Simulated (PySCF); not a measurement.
C2H7BrFNSi, singlet, geometry from GFN2-xTB; CASSCF(4,6)/STO-3G run with PySCF.

PySCF was given this input:
```python
from pyscf import gto, scf, mcscf
import numpy

mol = gto.M(
    atom='''
C    -2.05663661   -0.38110534    1.75107080
C    -1.37805776    0.89156688    1.25287650
Si    0.28972204    0.57545352    0.43535702
N     1.42474577   -0.11678888    1.50093527
F     0.80082811    1.95757002   -0.23107130
Br    0.15787123   -0.81311968   -1.26841851
H    -1.43417258   -0.88753582    2.48549360
H    -2.23798397   -1.06958808    0.92812244
H    -3.01284398   -0.14738849    2.21493532
H    -1.24433946    1.58135505    2.08799039
H    -2.03738993    1.39522511    0.54263990
H     1.55908976    0.24197811    2.42937457
H     2.25353176   -0.57458332    1.16050453
''',
    basis='sto-3g',
    verbose=4,
)

mf = scf.RHF(mol)
mf.kernel()
mc = mcscf.CASSCF(mf, 6, 4)
mc.fix_spin_(ss=0.0)
mc.kernel()
occ = numpy.linalg.eigvalsh(mc.fcisolver.make_rdm1(mc.ci, mc.ncas, mc.nelecas))[::-1]
ss = mc.fcisolver.spin_square(mc.ci, mc.ncas, mc.nelecas)[0]
print('natural occupations', occ.round(4), ' <S^2>', round(ss, 4))
```

What the program printed (banner, timings and long lists left out):

```
PySCF version 2.14.0

[INPUT] verbose = 4
[INPUT] num. atoms = 13
[INPUT] num. electrons = 84
[INPUT] charge = 0
[INPUT] spin (= nelec alpha-beta = 2S) = 0
[INPUT] symmetry False subgroup None
[INPUT] Mole.unit = angstrom
[INPUT] Symbol           X                Y                Z      unit          X                Y                Z       unit  Magmom
[...]
nuclear repulsion = 546.057351632726
number of shells = 32
number of NR pGTOs = 162
number of NR cGTOs = 54
basis = sto-3g
ecp = {}

******** <class 'pyscf.scf.hf.RHF'> ********
method = RHF
initial guess = minao
damping factor = 0
level_shift factor = 0
DIIS = <class 'pyscf.scf.diis.CDIIS'>
diis_start_cycle = 1
diis_space = 8
diis_damp = 0
SCF conv_tol = 1e-09
SCF conv_tol_grad = None
SCF max_cycles = 50
direct_scf = True
direct_scf_tol = 1e-13
Set gradient conv threshold to 3.16228e-05
Initial guess from minao.
init E= -3057.81195889355
[...]
cycle= 1 E= -3060.93307557621  delta_E= -3.12  |g|= 0.48  |ddm|= 4.18
[...]
cycle= 2 E= -3061.048279452  delta_E= -0.115  |g|= 0.112  |ddm|= 1.06
[...]
cycle= 3 E= -3061.05427928971  delta_E= -0.006  |g|= 0.0312  |ddm|= 0.219
[...]
cycle= 4 E= -3061.05500186313  delta_E= -0.000723  |g|= 0.00694  |ddm|= 0.0942
[...]
cycle= 5 E= -3061.05503512151  delta_E= -3.33e-05  |g|= 0.00185  |ddm|= 0.0191
[...]
cycle= 6 E= -3061.05503778362  delta_E= -2.66e-06  |g|= 0.000351  |ddm|= 0.00601
[...]
cycle= 7 E= -3061.05503788064  delta_E= -9.7e-08  |g|= 6.5e-05  |ddm|= 0.00117
[...]
cycle= 8 E= -3061.0550378842  delta_E= -3.56e-09  |g|= 1.91e-05  |ddm|= 0.000207
[...]
cycle= 9 E= -3061.05503788452  delta_E= -3.26e-10  |g|= 5.13e-06  |ddm|= 6.43e-05
[...]
Extra cycle  E= -3061.05503788455  delta_E= -2.41e-11  |g|= 2.4e-06  |ddm|= 1.18e-05
converged SCF energy = -3061.05503788455

******** <class 'pyscf.mcscf.mc1step.CASSCF'> ********
CAS (2e+2e, 6o), ncore = 40, nvir = 8
max_cycle_macro = 50
max_cycle_micro = 4
conv_tol = 1e-07
conv_tol_grad = None
orbital rotation max_stepsize = 0.02
orbital rotation threshold for CI restart = 0.01
augmented hessian ah_max_cycle = 30
augmented hessian ah_conv_tol = 1e-12
augmented hessian ah_linear dependence = 1e-14
augmented hessian ah_level shift = 1e-08
augmented hessian ah_start_tol = 2.5
augmented hessian ah_start_cycle = 3
augmented hessian ah_grad_trust_region = 3
kf_trust_region = 3
kf_interval = 4
ci_response_space = 4
ci_grad_trust_region = 3
with_dep4 0
natorb = False
canonicalization = True
sorting_mo_energy = False
[...]
CASCI E = -3061.05566163197  S^2 = 0.0000000
[...]
               |grad[o]|=0.00536  |grad[c]|=0.00663  |ddm|=0.00182  |maxRot[o]|=0.00358
macro iter  28 ( 21 JK    4 micro), CASSCF E = -3061.08496896208  dE = -7.98333795e-04  S^2 = 0.0000000
               |grad[o]|=0.00537  |grad[c]|=0.00134  |ddm|=0.00103  |maxRot[o]|=0.0471
macro iter  29 ( 21 JK    4 micro), CASSCF E = -3061.08497193721  dE = -2.97512906e-06  S^2 = 0.0000000
               |grad[o]|=0.00311  |grad[c]|=0.00291  |ddm|=0.00085  |maxRot[o]|=0.00567
macro iter  30 ( 17 JK    4 micro), CASSCF E = -3061.08497804061  dE = -6.10340476e-06  S^2 = 0.0000000
               |grad[o]|=0.0031  |grad[c]|=0.00306  |ddm|=0.000688  |maxRot[o]|=0.0032
macro iter  31 ( 16 JK    4 micro), CASSCF E = -3061.08516332420  dE = -1.85283589e-04  S^2 = 0.0000000
               |grad[o]|=0.00307  |grad[c]|=0.00265  |ddm|=0.000526  |maxRot[o]|=0.018
macro iter  32 ( 13 JK    4 micro), CASSCF E = -3061.08516234214  dE =  9.82061920e-07  S^2 = 0.0000000
               |grad[o]|=0.00221  |grad[c]|=0.00235  |ddm|=0.000481  |maxRot[o]|=0.00337
macro iter  33 ( 11 JK    3 micro), CASSCF E = -3061.08529543547  dE = -1.33093327e-04  S^2 = 0.0000000
               |grad[o]|=0.00223  |grad[c]|=0.000691  |ddm|=0.000366  |maxRot[o]|=0.0193
macro iter  34 ( 10 JK    4 micro), CASSCF E = -3061.08534789376  dE = -5.24582929e-05  S^2 = 0.0000000
               |grad[o]|=0.00129  |grad[c]|=0.000755  |ddm|=0.000256  |maxRot[o]|=0.0143
macro iter  35 (  3 JK    1 micro), CASSCF E = -3061.08536247357  dE = -1.45798099e-05  S^2 = 0.0000000
               |grad[o]|=0.000608  |grad[c]|=0.000508  |ddm|=0.000123  |maxRot[o]|=0.0119
macro iter  36 (  6 JK    1 micro), CASSCF E = -3061.08536257969  dE = -1.06124389e-07  S^2 = 0.0000000
               |grad[o]|=3.33e-05  |grad[c]|=0.000205  |ddm|=2.79e-05  |maxRot[o]|=0.00342
macro iter  37 (  3 JK    1 micro), CASSCF E = -3061.08536259428  dE = -1.45823833e-08  S^2 = 0.0000000
               |grad[o]|=2.9e-05  |grad[c]|=7e-05  |ddm|=2.04e-05  |maxRot[o]|=0.0011
1-step CASSCF converged in  37 macro (652 JK 135 micro) steps
CASSCF canonicalization
Density matrix diagonal elements [1.97968188 1.97554123 0.00559847 0.01688441 0.01226833 0.01002568]
CASSCF energy = -3061.08536259428
CASCI E = -3061.08536259428  E(CI) = -4.55082101893095  S^2 = 0.0000000
natural occupations [1.9815e+00 1.9741e+00 2.6500e-02 1.6400e-02 8.0000e-04 6.0000e-04]  <S^2> 0.0
```
